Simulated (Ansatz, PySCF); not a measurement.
Reaction R1 → P1 + P2, each structure at its B3LYP-D3(BJ)/def2-TZVP stationary point, reached from a drawn start (curvature not checked).
P1, IrO2 (SMILES [O]=[Ir]=[O]) (charge 0, multiplicity 2):
```xyz
3

Ir     0.0004     0.0034    -0.0740
O      1.6943    -0.0053     0.0452
O     -1.6946     0.0019     0.0288
```
R1, IrO3 (SMILES [O]=[Ir](=[O])=[O]) (charge 0, multiplicity 2):
```xyz
4

Ir     0.0703    -0.0006    -0.0002
O      1.7644    -0.0101    -0.0073
O     -0.9090     1.4220    -0.0015
O     -0.9257    -1.4113     0.0092
```
P2: O atom, charge 0, multiplicity 3.

```
level                                reaction energy (kJ/mol)   cost
-----------------------------------  ------------------------  -----
HF/def2-SVP                                             137.2      -
HF/def2-TZVPP                                           161.8      -
HF/def2-QZVPP                                           162.3      -
SVWN5/def2-TZVPP                                        596.6   ×0.8
PBE/def2-TZVPP                                          497.1     ×1
BLYP/def2-TZVPP                                         467.2     ×1
revPBE/def2-TZVPP                                       465.6     ×1
r2SCAN/def2-TZVPP                                       474.0     ×2
B97M-V/def2-TZVPP                                       447.0     ×2
B3LYP/def2-TZVPP                                        407.3   ×0.6
PBE0/def2-TZVPP                                         410.2   ×0.6
BHLYP/def2-TZVPP                                        323.1     ×2
M06-2X/def2-TZVPP                                       581.0      -
CAM-B3LYP/def2-TZVPP                                    395.1   ×0.9
wB97X-V/def2-TZVPP                                      399.2     ×2
wB97M-V/def2-TZVPP                                      383.5     ×2
B2PLYP/def2-TZVPP                                       361.1     ×5
MP2/def2-SVP                                            388.9      -
MP2/def2-TZVPP                                          418.2      -
MP2/def2-QZVPP                                          426.6      -
MP2/CBS(def2-TZVPP, def2-QZVPP)                         432.5      -
SCS-MP2/def2-SVP                                        375.1      -
SCS-MP2/def2-TZVPP                                      406.7      -
SCS-MP2/def2-QZVPP                                      416.5      -
CCSD/def2-SVP                                           342.6      -
CCSD/def2-TZVPP                                         365.4      -
CCSD/def2-QZVPP                                         373.9      -
CCSD(T)/def2-SVP                                        360.3     ×3
CCSD(T)/def2-TZVPP                                      393.0    ×20
CCSD(T)/def2-QZVPP                                      403.9  ×300*
CCSD(T)/CBS(def2-TZVPP, def2-QZVPP)                     411.5  ×300*
```

P less R. No zero-point or thermal terms; open shells are unrestricted; no spin–orbit coupling. The spin states of the d-block species are the ones drawn and need not be the lowest.

Frozen-core correlation throughout. CBS(a, b) extrapolates the correlation energy as X⁻³ and adds the Hartree–Fock energy of set b.

Doubts at one or more of the structures used: a spin-contaminated determinant (HF/def2-SVP, HF/def2-TZVPP, HF/def2-QZVPP, PBE0/def2-TZVPP, BHLYP/def2-TZVPP, CAM-B3LYP/def2-TZVPP, wB97X-V/def2-TZVPP, wB97M-V/def2-TZVPP, B2PLYP/def2-TZVPP, MP2/def2-SVP, MP2/def2-TZVPP, MP2/def2-QZVPP, MP2/CBS(def2-TZVPP, def2-QZVPP), SCS-MP2/def2-SVP, SCS-MP2/def2-TZVPP, SCS-MP2/def2-QZVPP, CCSD/def2-SVP, CCSD/def2-TZVPP, CCSD/def2-QZVPP, CCSD(T)/def2-SVP, CCSD(T)/def2-TZVPP, CCSD(T)/def2-QZVPP, CCSD(T)/CBS(def2-TZVPP, def2-QZVPP)); T1 above 0.05 (CCSD/def2-SVP, CCSD/def2-TZVPP, CCSD/def2-QZVPP, CCSD(T)/def2-SVP, CCSD(T)/def2-TZVPP, CCSD(T)/def2-QZVPP, CCSD(T)/CBS(def2-TZVPP, def2-QZVPP)); a doubt about the state reached (CCSD/def2-SVP, CCSD/def2-TZVPP, CCSD/def2-QZVPP, CCSD(T)/def2-SVP, CCSD(T)/def2-TZVPP, CCSD(T)/def2-QZVPP, CCSD(T)/CBS(def2-TZVPP, def2-QZVPP)).

Programs: Ansatz (Gaussian orbitals); PySCF for M06-2X. Each number belongs to the level named beside it. Elements past Kr take the def2 small-core potentials, without spin–orbit coupling.

Costs are rough ratios of core time to PBE/def2-TZVPP (about 21 s over the structures, on one shared machine); a dash marks a level with no comparable run of its own. A star marks coupled-cluster runs past 200 virtual orbitals, where the program's memory plan changes under this machine's limit, so their costs aren't comparable with smaller runs.

Ansatz is a program for electronic structure.
